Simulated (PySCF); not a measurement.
## Spinor energies of Ir⁺ (iridium, charge +1)

Start: [Xe] 4f14 5d6 6s1 6p1; 5d3/2 filled at m_j = +3/2; 5d5/2 filled at m_j = -3/2, -1/2, +1/2, +3/2, +5/2; 6s1/2 filled at m_j = +1/2; 6p3/2 filled at m_j = +3/2. Calculated with PySCF 2.14 in x2c-SVPall-2c with one added diffuse shell each of s, d type (8s9p10d2f, 99 functions): generalised Hartree-Fock with the X2C-1e Hamiltonian and a Gaussian nucleus; one run each with spin-orbit coupling (SO) switched off, then screened by Boettger's factors. This is a chosen level, not necessarily the ground level.

```json
{"spinor shell": "1s1/2", "electrons": "2", "ε, spin-free (eV)": "-76544.9", "ε, screened SO (eV)": "-76514.2", "weight of nominal j (screened SO)": "1.000", "rms radius, screened SO (bohr)": "0.0197"}
{"spinor shell": "2s1/2", "electrons": "2", "ε, spin-free (eV)": "-13550.9", "ε, screened SO (eV)": "-13538.4", "weight of nominal j (screened SO)": "1.000", "rms radius, screened SO (bohr)": "0.0796"}
{"spinor shell": "2p1/2", "electrons": "2", "ε, spin-free (eV)": "-11783.4", "ε, screened SO (eV)": "-12947.6", "weight of nominal j (screened SO)": "1.000", "rms radius, screened SO (bohr)": "0.0675"}
{"spinor shell": "2p3/2", "electrons": "4", "ε, spin-free (eV)": "-11783.4", "ε, screened SO (eV)": "-11314.1", "weight of nominal j (screened SO)": "1.000", "rms radius, screened SO (bohr)": "0.0752"}
{"spinor shell": "3s1/2", "electrons": "2", "ε, spin-free (eV)": "-3247.1", "ε, screened SO (eV)": "-3240.2", "weight of nominal j (screened SO)": "1.000", "rms radius, screened SO (bohr)": "0.203"}
{"spinor shell": "3p1/2", "electrons": "2", "ε, spin-free (eV)": "-2721.7", "ε, screened SO (eV)": "-2976.2", "weight of nominal j (screened SO)": "1.000", "rms radius, screened SO (bohr)": "0.195"}
{"spinor shell": "3d3/2", "electrons": "4", "ε, spin-free (eV)": "-2134.9", "ε, screened SO (eV)": "-2175.3", "weight of nominal j (screened SO)": "1.000", "rms radius, screened SO (bohr)": "0.186"}
{"spinor shell": "3d5/2", "electrons": "6", "ε, spin-free (eV)": "-2134.9", "ε, screened SO (eV)": "-2098.2", "weight of nominal j (screened SO)": "1.000", "rms radius, screened SO (bohr)": "0.189"}
{"spinor shell": "4s1/2", "electrons": "2", "ε, spin-free (eV)": "-739.49", "ε, screened SO (eV)": "-734.50", "weight of nominal j (screened SO)": "1.000", "rms radius, screened SO (bohr)": "0.450"}
{"spinor shell": "4p1/2", "electrons": "2", "ε, spin-free (eV)": "-564.11", "ε, screened SO (eV)": "-621.80", "weight of nominal j (screened SO)": "1.000", "rms radius, screened SO (bohr)": "0.456"}
{"spinor shell": "4p3/2", "electrons": "4", "ε, spin-free (eV)": "-564.11", "ε, screened SO (eV)": "-534.74", "weight of nominal j (screened SO)": "1.000", "rms radius, screened SO (bohr)": "0.489"}
{"spinor shell": "4d3/2", "electrons": "4", "ε, spin-free (eV)": "-344.05", "ε, screened SO (eV)": "-349.38", "weight of nominal j (screened SO)": "1.000", "rms radius, screened SO (bohr)": "0.508"}
{"spinor shell": "4d5/2", "electrons": "6", "ε, spin-free (eV)": "-344.05", "ε, screened SO (eV)": "-332.82", "weight of nominal j (screened SO)": "1.000", "rms radius, screened SO (bohr)": "0.519"}
{"spinor shell": "5s1/2", "electrons": "2", "ε, spin-free (eV)": "-129.75", "ε, screened SO (eV)": "-125.91", "weight of nominal j (screened SO)": "1.000", "rms radius, screened SO (bohr)": "1.05"}
{"spinor shell": "4f5/2", "electrons": "6", "ε, spin-free (eV)": "-97.295", "ε, screened SO (eV)": "-94.731", "weight of nominal j (screened SO)": "0.995", "rms radius, screened SO (bohr)": "0.586"}
{"spinor shell": "4f7/2", "electrons": "8", "ε, spin-free (eV)": "-97.295", "ε, screened SO (eV)": "-91.447", "weight of nominal j (screened SO)": "0.996", "rms radius, screened SO (bohr)": "0.587"}
{"spinor shell": "5p1/2", "electrons": "2", "ε, spin-free (eV)": "-80.996", "ε, screened SO (eV)": "-88.830", "weight of nominal j (screened SO)": "0.982", "rms radius, screened SO (bohr)": "1.19"}
{"spinor shell": "5p3/2", "electrons": "4", "ε, spin-free (eV)": "-80.996", "ε, screened SO (eV)": "-73.110", "weight of nominal j (screened SO)": "0.992", "rms radius, screened SO (bohr)": "1.23"}
{"spinor shell": "6s1/2", "electrons": "1", "ε, spin-free (eV)": "-20.515", "ε, screened SO (eV)": "-24.967", "weight of nominal j (screened SO)": "0.000", "rms radius, screened SO (bohr)": "1.73"}
{"spinor shell": "5d5/2", "electrons": "5", "ε, spin-free (eV)": "-27.191", "ε, screened SO (eV)": "-23.792", "weight of nominal j (screened SO)": "0.457", "rms radius, screened SO (bohr)": "1.79"}
{"spinor shell": "5d3/2", "electrons": "1", "ε, spin-free (eV)": "-27.191", "ε, screened SO (eV)": "-22.232", "weight of nominal j (screened SO)": "0.553", "rms radius, screened SO (bohr)": "1.76"}
{"spinor shell": "6p3/2", "electrons": "1", "ε, spin-free (eV)": "-11.559", "ε, screened SO (eV)": "-10.050", "weight of nominal j (screened SO)": "1.000", "rms radius, screened SO (bohr)": "3.99"}
```

(1) Where does 3p3/2 lie, and what is the 3p spin-orbit splitting (screened SO)?

| quantity | spin-free | screened SO |
| --- | --- | --- |
| E (hartree) | -17812.86281 | -17837.40101 |
| M_J | 6 | 6 |
| ⟨J²⟩ | 42.008 | 42.035 |
| ⟨L²⟩ | 12.007 | 20.795 |
| ⟨S²⟩ | 12.001 | 6.146 |

Each row is a mean over spinors that exchange with the open shell spreads, by up to 7.437 eV (5p3/2).

Rows whose weight is well below 1 are mixtures of j = l ± 1/2: exchange outweighs spin-orbit coupling there, and the label is only the starting occupation.

Breit and QED terms are absent; they matter most for the inner s and p1/2 levels.

Densities and radii are taken from the X2C orbitals without a picture-change correction, which distorts them close to the nucleus.

Without spin-orbit coupling the j labels of p, d and f shells carry no meaning; the spin-free column gives the mean over the occupied spinors of each nl shell.

Results:

(1) At -2612.6 eV, 363.58 eV above 3p1/2.
